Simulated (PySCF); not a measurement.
**Partial charges of `C[Si@H]1CCCN1`**

Compound: C4H11NSi.
SMILES with atom numbers: `[CH3:1][Si@H:2]1[CH2:3][CH2:4][CH2:5][NH:6]1` (hydrogens: H7, H8, H9 on C1; H10 on Si2; H11, H12 on C3; H13, H14 on C4; H15, H16 on C5; H17 on N6)

Structure used (GFN2-xTB), in Å, numbered top down from 1:
```xyz
17
C4H11NSi angstrom
C      2.1701    0.0619   -1.1580
Si     0.8499    0.6509    0.0661
C     -0.9217    0.8529   -0.6032
C     -1.6494   -0.3872   -0.0860
C     -1.0550   -0.7414    1.2737
N      0.3812   -0.6266    1.1197
H      3.0886   -0.1872   -0.6380
H      2.4029    0.8429   -1.8735
H      1.8543   -0.8167   -1.7111
H      1.2943    1.8964    0.7242
H     -1.0046    0.9284   -1.6845
H     -1.3775    1.7494   -0.1843
H     -2.7272   -0.2335   -0.0129
H     -1.4667   -1.2193   -0.7673
H     -1.4379   -0.0540    2.0420
H     -1.3199   -1.7615    1.5691
H      0.9115   -0.9433    1.9140
```

Density: PBE0/pcSseg-1 (PySCF); schemes: Mulliken, IAO, Hirshfeld and ESP-fitted. Isolated species at its GFN2-xTB geometry (one conformer only).

Problem. Tabulate the Mulliken, IAO, Hirshfeld and ESP-fitted charges.

Solution. In e:

```tsv
atom	environment	Mulliken	IAO	Hirshfeld	ESP-fitted
C1	Si-methyl carbon	-0.626	-0.736	-0.220	-0.784
Si2	SiH silicon	+0.921	+1.023	+0.396	+0.803
C3	sp3 carbon bound to silicon	-0.553	-0.553	-0.165	-0.293
C4	ring CH2 carbon	-0.239	-0.249	-0.071	+0.030
C5	sp3 carbon bound to nitrogen	-0.013	-0.139	-0.027	+0.016
N6	silicon-bound nitrogen	-0.671	-0.689	-0.251	-0.727
H7	methyl hydrogen	+0.133	+0.155	+0.040	+0.189
H8	methyl hydrogen	+0.129	+0.152	+0.038	+0.174
H9	methyl hydrogen	+0.137	+0.157	+0.042	+0.194
H10	Si–H hydrogen	-0.123	-0.169	-0.099	-0.202
H11	methylene hydrogen	+0.137	+0.144	+0.035	+0.062
H12	methylene hydrogen	+0.135	+0.143	+0.034	+0.063
H13	methylene hydrogen	+0.120	+0.135	+0.039	+0.007
H14	methylene hydrogen	+0.118	+0.134	+0.036	+0.038
H15	methylene hydrogen	+0.099	+0.106	+0.024	+0.040
H16	methylene hydrogen	+0.115	+0.133	+0.037	+0.050
H17	N–H hydrogen	+0.181	+0.253	+0.112	+0.338
```

Mean size of the charges over all atoms: IAO 0.298 e, Mulliken 0.262 e, ESP-fitted 0.236 e, Hirshfeld 0.098 e. Each set sums to the total charge, 0, to within 0.001 e. The Mulliken scheme counts on each atom the diagonal of the density matrix times the overlap matrix over that atom's basis functions. The Hirshfeld scheme divides the density at each point in proportion to the densities of the neutral, spherically averaged free atoms.

Lowest charge. The schemes don't all agree: Mulliken N6 (-0.671); IAO C1 (-0.736); Hirshfeld N6 (-0.251); ESP-fitted C1 (-0.784).

Highest charge. All schemes agree: Mulliken Si2 (+0.921); IAO Si2 (+1.023); Hirshfeld Si2 (+0.396); ESP-fitted Si2 (+0.803).

Problem. How many electrons does the Hirshfeld scheme count on Si2?

Solution. Z − q = 14 − (+0.396) = 13.604.

Problem. Sum the charges by element, for elements with more than one atom.

Solution. 
| element | atoms | Mulliken | IAO | Hirshfeld | ESP-fitted |
| --- | --- | --- | --- | --- | --- |
| C | 4 | -1.430 | -1.677 | -0.484 | -1.030 |
| H | 11 | +1.180 | +1.343 | +0.339 | +0.954 |

Problem. How closely do the schemes follow one another over all atoms?

Solution. Correlation coefficient and root-mean-square difference: Mulliken with IAO 0.99, 0.053 e; IAO with Hirshfeld 0.99, 0.262 e; Mulliken with Hirshfeld 0.98, 0.226 e; Hirshfeld with ESP-fitted 0.95, 0.226 e; IAO with ESP-fitted 0.95, 0.129 e; Mulliken with ESP-fitted 0.94, 0.124 e.
